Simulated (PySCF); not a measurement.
difluoro(fluorosilyl)silane (F3H3Si2), SMILES F[SiH2][SiH](F)F.

Geometry optimised at ωB97X-D3(BJ)/def2-SVP. Other conformers were not sampled.

All values below come from TDDFT-PBE/def2-SVPD run with PySCF.

Vertical excitations. 

Computed UV-visible absorptions:
```tsv
state	energy (eV)	λ (nm)	f	main pairs
S1	5.62	221	0.014	HOMO→LUMO 99 %
S2	6.41	193	0.027	HOMO→LUMO+1 96 %
S3	6.65	187	0.003	HOMO−1→LUMO 99 %
S4	7.44	167	0.003	HOMO→LUMO+3 68 %, HOMO−1→LUMO+1 27 %
S5	7.50	165	0.001	HOMO−1→LUMO+1 49 %, HOMO→LUMO+3 28 %, HOMO→LUMO+2 21 %
S6	7.68	161	0.012	HOMO−2→LUMO 90 %
S7	7.86	158	0.191	HOMO→LUMO+4 39 %, HOMO→LUMO+2 37 %, HOMO−1→LUMO+1 10 %, HOMO−2→LUMO 6 %
S8	8.01	155	0.204	HOMO→LUMO+4 56 %, HOMO→LUMO+2 27 %
S9	8.14	152	0.022	HOMO−3→LUMO 92 %
S10	8.37	148	0.044	HOMO−4→LUMO 94 %
T1	4.95	250	0	HOMO→LUMO 99 %
T2	5.59	222	0	HOMO→LUMO+1 99 %
T3	6.32	196	0	HOMO−1→LUMO 99 %
T4	6.95	178	0	HOMO−1→LUMO+1 93 %
```
Triplets are in the Tamm–Dancoff approximation, which puts them higher than full response would, so one can lie above its singlet here.
